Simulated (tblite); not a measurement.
Parent: `[CH3:1][O:2][Si@@H:3]1[CH2:4][CH:5]=[C:6]1[F:7]` with C1–O2–Si3–C4 173°, C4H7FOSi.

Structures optimised with GFN2-xTB, isolated species. One conformer each, not checked by frequencies here.

```json
{"coordinate of the parent": "C1–O2", "value": "1.400 Å"}
{"coordinate of the parent": "O2–Si3", "value": "1.613 Å"}
{"coordinate of the parent": "Si3–C4", "value": "1.916 Å"}
{"coordinate of the parent": "C4–C5", "value": "1.507 Å"}
{"coordinate of the parent": "C5=C6", "value": "1.332 Å"}
{"coordinate of the parent": "C6–F7", "value": "1.354 Å"}
{"coordinate of the parent": "Si3–C6", "value": "1.901 Å"}
{"coordinate of the parent": "C1–O2–Si3", "value": "130.4°"}
{"coordinate of the parent": "O2–Si3–C4", "value": "110.7°"}
{"coordinate of the parent": "O2–Si3–C6", "value": "120.7°"}
{"coordinate of the parent": "C4–Si3–C6", "value": "71.8°"}
{"coordinate of the parent": "Si3–C4–C5", "value": "89.0°"}
{"coordinate of the parent": "C4–C5–C6", "value": "103.9°"}
{"coordinate of the parent": "C5–C6–F7", "value": "126.4°"}
{"coordinate of the parent": "Si3–C6–C5", "value": "95.2°"}
{"coordinate of the parent": "Si3–C6–F7", "value": "138.3°"}
```

Task: How does the shared frame change in `[CH3:1][O:2][Si@@H:3]1[CH2:4][C:5]([CH:6]([F:7])[F:8])=[C:9]1[F:10]` with C1–O2–Si3–C4 175°, C4–C5–C6–F7 -56°, C5H7F3OSi? Atoms pair as C1 = C1, O2 = O2, Si3 = Si3, C4 = C4, C5 = C5, C6 = C9, F7 = F10 (parent first).

Result: 
```tsv
parent	relative	value in the relative	change
C1–O2	C1–O2	1.403 Å	+0.003
O2–Si3	O2–Si3	1.606 Å	-0.007
Si3–C4	Si3–C4	1.914 Å	-0.002
C4–C5	C4–C5	1.510 Å	+0.003
C5=C6	C5=C9	1.334 Å	+0.002
C6–F7	C9–F10	1.349 Å	-0.005
Si3–C6	Si3–C9	1.911 Å	+0.010
C1–O2–Si3	C1–O2–Si3	131.9°	+1.5
O2–Si3–C4	O2–Si3–C4	110.6°	-0.1
O2–Si3–C6	O2–Si3–C9	119.7°	-1.0
C4–Si3–C6	C4–Si3–C9	72.1°	+0.3
Si3–C4–C5	Si3–C4–C5	88.8°	-0.2
C4–C5–C6	C4–C5–C9	104.5°	+0.6
C5–C6–F7	C5–C9–F10	125.9°	-0.5
Si3–C6–C5	Si3–C9–C5	94.4°	-0.8
Si3–C6–F7	Si3–C9–F10	139.6°	+1.3
```

Of the parent's bonds, Si3–C6 changes most (+0.010 Å). Bonds of the relative outside the shared frame: C5–C6 1.490, C6–F7 1.361, C6–F8 1.363 Å. Point group C1 → C1.

Task: How does the shared frame change in `[CH3:1][O:2][Si@@H:3]1[CH2:4][C:5]([CH2:6][SiH3:7])=[C:8]1[F:9]` with C1–O2–Si3–C4 173°, C4–C5–C6–Si7 -83°, C5H11FOSi2? Atoms pair as C1 = C1, O2 = O2, Si3 = Si3, C4 = C4, C5 = C5, C6 = C8, F7 = F9 (parent first).

Result: 
```json
{"parent": "C1–O2", "relative": "C1–O2", "value in the relative": "1.399 Å", "change": "-0.001"}
{"parent": "O2–Si3", "relative": "O2–Si3", "value in the relative": "1.616 Å", "change": "+0.003"}
{"parent": "Si3–C4", "relative": "Si3–C4", "value in the relative": "1.913 Å", "change": "-0.003"}
{"parent": "C4–C5", "relative": "C4–C5", "value in the relative": "1.513 Å", "change": "+0.006"}
{"parent": "C5=C6", "relative": "C5=C8", "value in the relative": "1.341 Å", "change": "+0.009"}
{"parent": "C6–F7", "relative": "C8–F9", "value in the relative": "1.364 Å", "change": "+0.010"}
{"parent": "Si3–C6", "relative": "Si3–C8", "value in the relative": "1.887 Å", "change": "-0.014"}
{"parent": "C1–O2–Si3", "relative": "C1–O2–Si3", "value in the relative": "129.3°", "change": "-1.1"}
{"parent": "O2–Si3–C4", "relative": "O2–Si3–C4", "value in the relative": "110.6°", "change": "-0.1"}
{"parent": "O2–Si3–C6", "relative": "O2–Si3–C8", "value in the relative": "120.6°", "change": "-0.1"}
{"parent": "C4–Si3–C6", "relative": "C4–Si3–C8", "value in the relative": "72.1°", "change": "+0.3"}
{"parent": "Si3–C4–C5", "relative": "Si3–C4–C5", "value in the relative": "89.1°", "change": "+0.1"}
{"parent": "C4–C5–C6", "relative": "C4–C5–C8", "value in the relative": "103.0°", "change": "-0.9"}
{"parent": "C5–C6–F7", "relative": "C5–C8–F9", "value in the relative": "125.7°", "change": "-0.7"}
{"parent": "Si3–C6–C5", "relative": "Si3–C8–C5", "value in the relative": "95.7°", "change": "+0.5"}
{"parent": "Si3–C6–F7", "relative": "Si3–C8–F9", "value in the relative": "138.5°", "change": "+0.2"}
```

Of the parent's bonds, Si3–C6 changes most (-0.014 Å). Bonds of the relative outside the shared frame: C5–C6 1.473, C6–Si7 1.914 Å. Point group C1 → C1.

Task: How does the shared frame change in `[CH3:1][O:2][Si@@H:3]1[CH2:4][C:5]([C:6]([CH3:7])=[O:8])=[C:9]1[F:10]` with C1–O2–Si3–C4 175°, C4–C5–C6–C7 -175°, C6H9FO2Si? Atoms pair as C1 = C1, O2 = O2, Si3 = Si3, C4 = C4, C5 = C5, C6 = C9, F7 = F10 (parent first).

Result: 
| parent | relative | value in the relative | change |
| --- | --- | --- | --- |
| C1–O2 | C1–O2 | 1.401 Å | +0.001 |
| O2–Si3 | O2–Si3 | 1.609 Å | -0.004 |
| Si3–C4 | Si3–C4 | 1.910 Å | -0.006 |
| C4–C5 | C4–C5 | 1.516 Å | +0.009 |
| C5=C6 | C5=C9 | 1.345 Å | +0.013 |
| C6–F7 | C9–F10 | 1.348 Å | -0.006 |
| Si3–C6 | Si3–C9 | 1.909 Å | +0.008 |
| C1–O2–Si3 | C1–O2–Si3 | 131.5° | +1.1 |
| O2–Si3–C4 | O2–Si3–C4 | 111.3° | +0.6 |
| O2–Si3–C6 | O2–Si3–C9 | 119.7° | -1.0 |
| C4–Si3–C6 | C4–Si3–C9 | 72.0° | +0.2 |
| Si3–C4–C5 | Si3–C4–C5 | 89.6° | +0.6 |
| C4–C5–C6 | C4–C5–C9 | 103.3° | -0.6 |
| C5–C6–F7 | C5–C9–F10 | 126.8° | +0.4 |
| Si3–C6–C5 | Si3–C9–C5 | 95.0° | -0.2 |
| Si3–C6–F7 | Si3–C9–F10 | 138.1° | -0.2 |

Of the parent's bonds, C5–C6 changes most (+0.013 Å). Bonds of the relative outside the shared frame: C5–C6 1.468, C6–C7 1.508, C6=O8 1.213 Å. Point group C1 → C1.

These are computed values.
